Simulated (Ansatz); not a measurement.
BaCl2, charge +1, doublet, at a GFN2-xTB geometry (such geometries of metal compounds can be far from the true shape) (a state made from the parent by changing its charge; the spin is typed, not shown lowest) (core potentials on Ba). Base run: B3LYP/def2-SVP (Ansatz, a program for electronic structure).

The Ansatz input:
Ansatz 0.2 input:
```yaml
crystal:
  periodic: [false, false, false]
  atoms:
    - {symbol: Ba, position_ang: [0.44228430, 0.52411127, 0.57675849]}
    - {symbol: Cl, position_ang: [0.23375230, -0.64466575, -1.88645350]}
    - {symbol: Cl, position_ang: [-1.69068882, -1.08181843, -0.01345681]}
basis:
  gaussian:
    orbitals: def2-SVP
hamiltonian:
  xc: b3lyp
total_charge: 1
magnetization: {spin_polarized: true, initial_magnetization: 1}
```

Each row names what was changed in the base input (with any setting that the change needs).

```json
[
 {"change": "base", "basis functions": "66", "E (Eh)": "-945.47962", "core-seconds (rough)": "5"},
 {"change": "basis = def2-SV(P)", "basis functions": "66", "E (Eh)": "-945.47962", "core-seconds (rough)": "6"},
 {"change": "basis = def2-SVPD", "basis functions": "87", "E (Eh)": "-945.49243", "core-seconds (rough)": "8"},
 {"change": "basis = def2-TZVP", "basis functions": "114", "E (Eh)": "-945.81846", "core-seconds (rough)": "6"},
 {"change": "basis = def2-TZVPP", "basis functions": "124", "E (Eh)": "-945.81866", "core-seconds (rough)": "7"},
 {"change": "basis = def2-TZVPD", "basis functions": "132", "E (Eh)": "-945.82061", "core-seconds (rough)": "7"},
 {"change": "basis = def2-QZVPP", "basis functions": "200", "E (Eh)": "-945.85194", "core-seconds (rough)": "10"},
 {"change": "basis = def2-QZVP", "basis functions": "200", "E (Eh)": "-945.85194", "core-seconds (rough)": "20"}
]
```

Totals compare only among sets that treat the same electrons; sets with core potentials leave the core out.
